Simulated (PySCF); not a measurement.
B(Cl)2(SeH) (BCl₂HSe), SMILES [SeH]B(Cl)Cl. Atoms are numbered in the order given.

```xyz
5

B     -0.0048     0.5141     0.0000
Cl     1.5472     1.3426     0.0000
Cl    -1.4931     1.4498     0.0000
Se     0.0163    -1.4254     0.0000
H     -1.4511    -1.5768     0.0000
```

Geometry optimised at B3LYP-D3(BJ)/def2-SVP. Other conformers were not sampled.

Method: PBE/def2-TZVPD in PySCF.

Symmetry labels are those of the subgroup Cs that the program uses (full group Cs).

Computed valence orbital energies around the gap with their symmetry:
```tsv
orbital	symmetry	energy (eV)
HOMO−7	A'	-11.19
HOMO−6	A'	-10.40
HOMO−5	A"	-9.56
HOMO−4	A'	-9.33
HOMO−3	A"	-8.30
HOMO−2	A'	-7.92
HOMO−1	A'	-7.73
HOMO	A"	-6.74
LUMO	A"	-2.46
LUMO+1	A'	-1.30
LUMO+2	A'	-0.74
LUMO+3	A'	0.05
```
